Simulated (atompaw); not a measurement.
**W PAW (atompaw): all-electron and pseudo phase curves**

| Property | Result |
| --- | --- |
| Element | tungsten |
| Generator | atompaw 4.2.0.5 |
| Type | PAW |
| Functional | PBE |
| Relativity | scalar-relativistic |
| Frozen core | [Xe] 4f14 |
| Valence charge | 6 |
| Reference configuration | 5d4 6s1.75 6p0.25 |
| Partial waves | 6s (bound): rc 3.00 bohr; 6s channel at 0.05 Ry: rc 3.00 bohr; 6p (bound): rc 3.00 bohr; 6p channel at 2.05 Ry: rc 3.00 bohr; 5d (bound): rc 3.00 bohr; 5d channel at 1.05 Ry: rc 3.00 bohr |
| Local potential | troulliermartins scheme with l = 3 at 0 Ry, radius 2.90 bohr |
| Core correction | smooth core density matched at 2.95 bohr |
| Augmentation charge | sinc compensation charge, radius 3.00 bohr; PAW radius 3.00 bohr; waves and projectors: custom rrkj gramschmidtortho |

The phase is arctan(r·u′/u) with u = r·R(r), unwrapped; energies in Ry, scanned from -2 to 5 Ry. A pole is an energy at which the radial function vanishes at the test radius. The pseudo phase is shifted by a multiple of π to meet the all-electron one at the reference energy, and phase errors are pseudo minus all-electron; the curves can meet again beyond the range given. Levels narrower than the energy grid can be missing from the lists of poles.

Task: For each channel, where are the poles, and over which energies does the pseudopotential scatter like the atom?

Result:

```
channel  radius (bohr)  reference energy (Ry)  poles, all-electron  poles, pseudo  unbroken range about the reference energy with phases within 0.05 rad  phase error 1 Ry above the reference energy (rad)
      s           3.01                  -0.44                 1.00     0.98, 1.21                                                              below 1.1                                             -0.000
      p           3.01                  -0.12                 2.29     2.29, 3.50                                                              below 3.2                                             -0.002
      d           3.01                  -0.36          -0.03, 4.60    -0.03, 4.00                                                              below 1.8                                             -0.001
```

Phases in the s channel:

```tsv
E (Ry)	all-electron	pseudo
-2.00	1.252	1.252
-1.52	1.155	1.154
-1.04	0.908	0.908
-0.56	-0.089	-0.089
-0.08	-1.168	-1.168
0.40	-1.439	-1.439
0.88	-1.551	-1.553
1.36	-1.621	-4.754
1.84	-1.680	-4.815
2.32	-1.744	-4.876
2.80	-1.833	-4.959
3.28	-2.003	-5.111
3.76	-2.506	-5.548
4.24	-3.769	-6.848
4.72	-4.311	-7.462
```
